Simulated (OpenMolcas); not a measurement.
## Exact exchange and the electronic atomisation energy of AlNH4O2

AlNH4O2 has 8 atoms, charge 0, and is taken as a singlet. SMILES: `[NH2][Al]([OH])[OH]`. The coordinates come from a PBE0-D4/def2-TZVP relaxation. This is one conformer, not always the lowest.

The electronic atomisation energy y, in eV, basis 6-311+G(d,p); a is the functional's share of exact exchange. Programs: OpenMolcas 26.06.

| functional | program | a | y (eV) |
| --- | --- | --- | --- |
| BLYP | OpenMolcas | 0 | 30.52 |
| r2SCAN | OpenMolcas | 0 | 30.66 |
| B3LYP | OpenMolcas | 0.2 | 30.41 |
| PBE0 | OpenMolcas | 0.25 | ? |
| BHLYP | OpenMolcas | 0.5 | 29.18 |

Question: Fit y = c + s·a to the known rows and predict PBE0.

Answer: 
1. Means of the 4 rows: a = 0.1750, y = 30.192.
2. Σ(Δa)² = 0.1675, Σ(Δa·Δy) = -0.46275, so the slope is -0.46275/0.1675 = -2.7627.
3. Intercept: 30.192 − (-2.7627) × 0.1750 = 30.675. The largest residual of the fit is 0.29.
4. PBE0: 30.675 + (-2.7627) × 0.25 = 29.98 eV.

The run gave 30.11 eV, so the prediction is off by -0.13 eV, within the largest residual.
